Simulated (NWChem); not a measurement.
Molecule: BaF$_{2}$; SMILES [F][Ba][F]

Results from NWChem. def2 effective core potentials on Ba; no spin-orbit coupling. The level has its own optimisation; frequencies are unscaled.

**Question.** Estimate the computed values for BLYP/def2-SVP. Quantities: r Ba–F (Å); highest harmonic frequency (cm⁻¹); lowest (cm⁻¹); zero-point energy (kcal/mol).

**Answer.** The r Ba–F (Å) is 2.263, the highest harmonic frequency (cm⁻¹) is 464 and the lowest (cm⁻¹) comes out as 93. The zero-point energy (kcal/mol) is 1.4.
